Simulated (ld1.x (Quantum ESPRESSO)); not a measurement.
## An all-electron radial function and its pseudo partner (W (Z = 74))

Columns: radius, all-electron u(r) and pseudo u(r) of the 6s shell (level -8.90 eV) of tungsten in the configuration [Xe] 4f14 5d4 6s1.5 6p0; PBEsol, scalar-relativistic, TM scheme, ld1.x (Quantum ESPRESSO) 7.5.

```json
{"r (bohr)": "0.189", "all-electron": "0.0884", "pseudo": "-0.0190"}
{"r (bohr)": "0.378", "all-electron": "-0.1894", "pseudo": "-0.0400"}
{"r (bohr)": "0.567", "all-electron": "0.0849", "pseudo": "-0.0652"}
{"r (bohr)": "0.756", "all-electron": "0.2948", "pseudo": "-0.0972"}
{"r (bohr)": "0.945", "all-electron": "0.2864", "pseudo": "-0.1385"}
{"r (bohr)": "1.134", "all-electron": "0.1436", "pseudo": "-0.1918"}
{"r (bohr)": "1.323", "all-electron": "-0.0450", "pseudo": "-0.2582"}
{"r (bohr)": "1.512", "all-electron": "-0.2271", "pseudo": "-0.3366"}
{"r (bohr)": "1.701", "all-electron": "-0.3793", "pseudo": "-0.4216"}
{"r (bohr)": "1.890", "all-electron": "-0.4950", "pseudo": "-0.5043"}
{"r (bohr)": "2.079", "all-electron": "-0.5756", "pseudo": "-0.5744"}
{"r (bohr)": "2.268", "all-electron": "-0.6257", "pseudo": "-0.6239"}
{"r (bohr)": "2.457", "all-electron": "-0.6507", "pseudo": "-0.6502"}
{"r (bohr)": "2.646", "all-electron": "-0.6560", "pseudo": "-0.6560"}
{"r (bohr)": "2.835", "all-electron": "-0.6461", "pseudo": "-0.6461"}
{"r (bohr)": "3.024", "all-electron": "-0.6249", "pseudo": "-0.6249"}
{"r (bohr)": "3.213", "all-electron": "-0.5957", "pseudo": "-0.5957"}
{"r (bohr)": "3.402", "all-electron": "-0.5612", "pseudo": "-0.5612"}
{"r (bohr)": "3.591", "all-electron": "-0.5235", "pseudo": "-0.5235"}
{"r (bohr)": "3.780", "all-electron": "-0.4842", "pseudo": "-0.4842"}
{"r (bohr)": "3.969", "all-electron": "-0.4447", "pseudo": "-0.4447"}
{"r (bohr)": "4.158", "all-electron": "-0.4059", "pseudo": "-0.4059"}
{"r (bohr)": "4.347", "all-electron": "-0.3687", "pseudo": "-0.3687"}
{"r (bohr)": "4.536", "all-electron": "-0.3334", "pseudo": "-0.3334"}
{"r (bohr)": "4.725", "all-electron": "-0.3004", "pseudo": "-0.3004"}
{"r (bohr)": "4.914", "all-electron": "-0.2698", "pseudo": "-0.2698"}
```

Problem. How many radial nodes do the two functions have?

Solution. The all-electron 6s function has n − l − 1 = 5 (the table is too coarse to show those close to the nucleus); the pseudo-wave has 0, since the states of the same l below it are removed with the core.

Problem. At about which radius was the pseudo-wave matched?

Solution. 2.88 bohr. The columns agree to 0.0005 from 2.46 bohr on; several derivatives are matched, so the curves merge somewhat inside the radius.

Problem. Where does each function peak?

Solution. Outermost all-electron maximum near 2.65 bohr, pseudo maximum near 2.65 bohr (to the table’s step).

Problem. Is the pseudo-wave norm-conserving?

Solution. Yes: the TM scheme keeps the norm inside the radius equal to the all-electron one, which fixes the energy derivative of the logarithmic derivative at the level.
